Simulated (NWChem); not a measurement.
GeNH₄OCl; SMILES [NH2][Ge@H]([OH])[Cl]

```xyz
8

N      1.2745    -1.3411    -0.4868
Ge     0.0002    -0.3408     0.2978
O     -1.5193    -0.8800    -0.4185
Cl     0.1067     1.7962    -0.1424
H      2.2240    -1.2199    -0.1484
H      1.2593    -1.3569    -1.5025
H      0.0694    -0.4746     1.8208
H     -2.1425    -0.1520    -0.5226
```
Atoms are numbered in this order, from 1.

All runs: NWChem. Pople sets run with spherical d functions. Coordinates come from a PBE0/def2-SVP optimisation. Total energies compare along this basis series because the functional is fixed.

```
level          basis functions  energy (Ha)  highest occupied level (eV)  orbital gap (eV)  dipole (D)  relative time
-------------  ---------------  -----------  ---------------------------  ----------------  ----------  -------------
TPSS/STO-3G                 41   -2638.9223                        -2.52              5.70        1.40              1
TPSS/3-21G                  61   -2656.6577                        -6.19              5.84        1.25              1
TPSS/6-31G*                 86   -2669.3525                        -6.43              5.98        1.05              4
TPSS/6-311G**              130   -2669.6884                        -6.62              5.90        1.07              5
```

Times are rough ratios from one shared machine.
